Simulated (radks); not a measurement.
The numbers below are computed, except where a source is named.
Species: the gallium ion Ga12+. Configuration: [Ar] 3d1 (the NIST ground configuration). Level of theory: Dirac Kohn-Sham, PBE, spin-unpolarised, spherical densities, finite nucleus; open shells fill j = l - 1/2 first; Fermi nuclear charge, rms radius 3.9973 fm (a radial shooting solver on a logarithmic mesh with Libxc functionals).

Normalised radial functions P(r) = r R(r) (large component), r in bohr:

r,2p1/2,3p3/2,4s1/2
0.002666,0.0095,0.0027,0.0657
0.003006,0.0115,0.0035,0.0730
0.003389,0.0141,0.0044,0.0810
0.003852,0.0174,0.0056,0.0904
0.004343,0.0213,0.0071,0.1000
0.004936,0.0264,0.0090,0.1111
0.005566,0.0324,0.0113,0.1223
0.006326,0.0403,0.0145,0.1351
0.007132,0.0495,0.0181,0.1478
0.008042,0.0608,0.0227,0.1611
0.00914,0.0757,0.0288,0.1758
0.01031,0.0930,0.0358,0.1898
0.01171,0.1157,0.0452,0.2047
0.01321,0.1417,0.0561,0.2182
0.01489,0.1733,0.0694,0.2308
0.01692,0.2143,0.0867,0.2425
0.01908,0.2607,0.1064,0.2510
0.02169,0.3203,0.1318,0.2567
0.02445,0.3869,0.1603,0.2576
0.02757,0.4653,0.1939,0.2533
0.03133,0.5632,0.2359,0.2414
0.03533,0.6694,0.2815,0.2222
0.04015,0.7990,0.3368,0.1918
0.04527,0.9356,0.3948,0.1532
0.05145,1.0964,0.4622,0.1005
0.05801,1.2592,0.5293,0.0406
0.06541,1.4302,0.5978,-0.0287
0.07434,1.6159,0.6686,-0.1106
0.08382,1.7857,0.7281,-0.1911
0.09526,1.9525,0.7778,-0.2755
0.1074,2.0847,0.8041,-0.3464
0.1211,2.1825,0.8030,-0.4014
0.1376,2.2370,0.7627,-0.4332
0.1552,2.2318,0.6807,-0.4291
0.1764,2.1600,0.5400,-0.3807
0.1989,2.0294,0.3565,-0.2904
0.226,1.8285,0.1090,-0.1477
0.2548,1.5941,-0.1618,0.0213
0.2873,1.3317,-0.4545,0.2091
0.3266,1.0434,-0.7670,0.4049
0.3682,0.7863,-1.0340,0.5559
0.4185,0.5452,-1.2612,0.6491
0.4718,0.3613,-1.3960,0.6461
0.532,0.2223,-1.4398,0.5401
0.6046,0.1209,-1.3832,0.3150
0.6817,0.0620,-1.2447,0.0206
0.7748,0.0271,-1.0325,-0.3375
0.8736,0.0110,-0.8050,-0.6601
0.985,0.0039,-0.5817,-0.9160
1.119,0.0011,-0.3753,-1.0690
1.262,0.0003,-0.2262,-1.0792
1.435,0.0001,-0.1175,-0.9594
1.617,0.0000,-0.0563,-0.7651
1.838,0.0000,-0.0222,-0.5299
2.073,0.0000,-0.0080,-0.3317
2.337,0.0000,-0.0024,-0.1825
2.656,0.0000,-0.0006,-0.0826
2.995,0.0000,-0.0001,-0.0334
3.404,0.0000,0.0000,-0.0105
3.838,0.0000,0.0000,-0.0029

2p1/2: eigenvalue -1488.9 eV, 0 radial nodes, <r> = 0.188 bohr, 90 % of the charge inside 0.307 bohr. 3p3/2: eigenvalue -413.84 eV, 1 radial node at r = 0.238 bohr, <r> = 0.588 bohr, 90 % of the charge inside 0.879 bohr. 4s1/2 (empty): eigenvalue -206.32 eV, 3 radial nodes at r = 0.0623, 0.251, 0.687 bohr, <r> = 1.23 bohr, 90 % of the charge inside 1.74 bohr.
